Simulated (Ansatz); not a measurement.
Stepwise reaction of `CBBC` with hydrogen, as a gas-phase model of exchange steps in deposition or etching. ΔE in kJ/mol; ΔG adds harmonic PBE0-D4 terms to CCSD(T)/CBS, at 1 bar.

Gas-phase electronic energies from Ansatz, PBE0-D4/def2-TZVP geometries. CCSD(T)/CBS adds triple-zeta CCSD(T) − MP2 to the extrapolated MP2 energy (def2 sets, frozen cores). This one scheme is used for every species. Functionals use def2-TZVPP. B3LYP here is the variant with VWN-RPA as its local correlation; programs differ in this. Each species was taken in one conformer, which may not be the lowest.

```csv
step,reaction,PBE-D4,B3LYP-D4,ωB97M-V,CCSD(T)/CBS,ΔG(400 K)
1,`CBBC` + H₂ → `BBC` + CH₄,-17.9,-25.2,-23.2,-22.9,-18.1
2,`BBC` + H₂ → `BB` + CH₄,-18.2,-25.6,-23.5,-23.3,-9.3
```

(1) By hand: ΔE of the 2 steps together at CCSD(T)/CBS.

Answers

(1) (-22.9) + (-23.3) = -46.2 kJ/mol, or -23.1 kJ/mol a step.

In ΔE the steps differ by no more than 0.4 kJ/mol. All are downhill at CCSD(T)/CBS. ΔG lies between -18.1 and -9.3 kJ/mol a step. PBE-D4 differs from CCSD(T)/CBS by 5.0 to 5.1 kJ/mol a step. Isolated molecules leave out the surface, adducts and barriers. Largest T1 diagnostic: 0.012.
